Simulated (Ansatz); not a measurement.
`C[SiH2]N[SiH2]O` + `O[Si](O)(O)S` → `O[SiH2]S[Si](O)(O)O` + `C[SiH2]N`  (ligand exchange at the Si–N bond)

Program: Ansatz. Geometries: PBE0-D4/def2-TZVP. ΔE: electronic, gas phase. CCSD(T)/CBS adds triple-zeta CCSD(T) − MP2 to the extrapolated MP2 energy (def2 sets, frozen cores). DFT in def2-TZVPP. B3LYP here is the variant with VWN-RPA as its local correlation; programs differ in this. Each species was taken in one conformer, which may not be the lowest.

```
             level  ΔE (kJ/mol)  difference from CCSD(T)/CBS
            PBE-D4        -13.4                        -12.2
         r2SCAN-D4         -8.6                         -7.4
           PBE0-D4        -10.3                         -9.1
          B3LYP-D4         -3.2                         -2.0
           ωB97X-V         -2.8                         -1.6
           ωB97M-V         -4.2                         -3.0
            B2PLYP          2.8                          4.0
               PBE         -8.3                         -7.1
            r2SCAN         -7.5                         -6.3
              PBE0         -5.9                         -4.7
             B3LYP          5.3                          6.5
     HF/def2-TZVPP         17.5                         18.7
    MP2/def2-TZVPP         -2.2                         -1.0
SCS-MP2/def2-TZVPP          3.9                          5.1
   CCSD/def2-TZVPP          5.7                          6.9
CCSD(T)/def2-TZVPP          1.5                          2.7
     HF/def2-QZVPP         18.9                         20.1
    MP2/def2-QZVPP         -3.2                         -2.0
SCS-MP2/def2-QZVPP          2.8                          4.0
      HF/CBS(def2)         19.1                         20.3
     MP2/CBS(def2)         -4.8                         -3.6
    CCSD/CBS(def2)          3.0                          4.2
       CCSD(T)/CBS         -1.2                            0
```

Largest T1 diagnostic among the species: 0.012.

In def2-TZVPP, CCSD(T) changes the Hartree–Fock value by −16.0 kJ/mol (the triples alone add −4.2 kJ/mol) and MP2 by −19.7 kJ/mol. The D4 term adds −8.5 kJ/mol with B3LYP and −4.4 kJ/mol with PBE0; it sums over pairs of atoms, weighted by their polarisabilities, and B3LYP, whose exchange is more repulsive, gets the larger term.
